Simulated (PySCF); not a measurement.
A survey of $^{29}$Si NMR shifts

PySCF calculation with NMR shieldings at PBE0/pcSseg-1/GIAO and structure optimised with GFN2-xTB; non-relativistic Hamiltonian, one conformer, no solvent, fast rotation and ring inversion assumed for equivalent nuclei.

Shieldings were converted by a linear fit to measured shifts: $^{29}$Si: δ = 279.94 − 0.822σ (rms 8.9 ppm, 72 shifts, 25.8 ppm with the 6 outliers that the fit left out vs TMS, solution or neat liquid). A few per cent of atoms miss by over 2 rms, more outside the fitted compound classes.

Q: Give the $^{29}$Si shifts of `C[C@@H](S)[C@@H]1[SiH2]C=CC1=O`, `CC/C(=C/[SiH2]CF)S[SiH3]`, `CC(=O)/C=C/[Si@H]([SiH3])P`, `C[C@@H](S)[C@H]1[SiH2]C=CC1=O`, `C#C[C@@H]1C[S@](=O)[C@@H]1[SiH2]C`.

A: 
| compound | environment | δ (ppm) |
| --- | --- | --- |
| C[C@@H](S)[C@@H]1[SiH2]C=CC1=O | silicon bonded to 2 C, 2 H, in a 5-membered ring | -46.2 |
| [CH3:1][CH2:2]/[C:3](=[CH:4]/[SiH2:5][CH2:6][F:7])[S:8][SiH3:9] | Si9: silicon bonded to S, 3 H | -47.9 |
| [CH3:1][CH2:2]/[C:3](=[CH:4]/[SiH2:5][CH2:6][F:7])[S:8][SiH3:9] | Si5: silicon bonded to 2 C, 2 H | -58.4 |
| [CH3:1][C:2](=[O:3])/[CH:4]=[CH:5]/[Si@H:6]([SiH3:7])[PH2:8] | Si6: silicon bonded to C, P, Si, H | -52.8 |
| [CH3:1][C:2](=[O:3])/[CH:4]=[CH:5]/[Si@H:6]([SiH3:7])[PH2:8] | Si7: silicon bonded to Si, 3 H | -97.6 |
| C[C@@H](S)[C@H]1[SiH2]C=CC1=O | silicon bonded to 2 C, 2 H, in a 5-membered ring | -43.3 |
| C#C[C@@H]1C[S@](=O)[C@@H]1[SiH2]C | silicon bonded to 2 C, 2 H | -47.8 |

Q: Order these by $^{29}$Si shift, lowest first.
A. C#C[C@@H]1C[S@@](=O)[C@H]1[SiH2]C
B. C#C[SiH2]/C(=C\C)[S@](C)=O
C. O=C[C@@H]1CC=C(S[SiH3])C1
D. CS[SiH2]CCC#CC=O
E. C#C[SiH2]/C(=C/SC)CO

A: B (-80.7 ppm, silicon bonded to 2 C, 2 H), E (-70.5 ppm, silicon bonded to 2 C, 2 H), C (-58.2 ppm, silicon bonded to S, 3 H), A (-44.3 ppm, silicon bonded to 2 C, 2 H), D (-22.6 ppm, silicon bonded to C, S, 2 H).
